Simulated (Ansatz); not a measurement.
`F[Si](F)(F)[SiH3]` and `C=C[Si](F)(F)F` differ in one atom or group.

Ansatz, PBE0-D4/def2-TZVP geometries, multiplicity 1. Each molecule was computed in one conformer, which needn't be the lowest.

```csv
property,`F[Si](F)(F)[SiH3]`
HOMO energy (PBE0/def2-TZVPP) / eV,-9.38
LUMO energy (ωB97M-V/def2-TZVPP) / eV,1.53
"ideal-gas entropy at 298 K and 1 bar (rigid rotor, harmonic PBE0-D4/def2-TZVP) / J/(mol·K)",341
HOMO–LUMO gap (ωB97M-V/def2-TZVPP) / eV,13.00
HOMO–LUMO gap (PBE/def2-TZVPP) / eV,6.90
size of the dipole moment (ωB97M-V/def2-TZVPP) / D,2.06
```

Question: Give the same properties after the change, and the shifts. (Best estimate.)

Answer: Computed: 
| property | `C=C[Si](F)(F)F` | shift |
| --- | --- | --- |
| HOMO energy (PBE0/def2-TZVPP) / eV | -8.90 | 0.48 |
| LUMO energy (ωB97M-V/def2-TZVPP) / eV | 0.98 | -0.55 |
| ideal-gas entropy at 298 K and 1 bar (rigid rotor, harmonic PBE0-D4/def2-TZVP) / J/(mol·K) | 345 | 4 |
| HOMO–LUMO gap (ωB97M-V/def2-TZVPP) / eV | 12.15 | -0.85 |
| HOMO–LUMO gap (PBE/def2-TZVPP) / eV | 5.52 | -1.38 |
| size of the dipole moment (ωB97M-V/def2-TZVPP) / D | 2.56 | 0.50 |

With PBE0 the HOMO rises by 0.48 eV and the LUMO falls by 0.89 eV, so the gap narrows by about 1.37 eV. PBE moves the HOMO by 0.35 eV and ωB97M-V by 0.31 eV. The zero-point energy changes by 47.3 kJ/mol with +3 modes. Dipoles are sizes alone; their direction can turn.
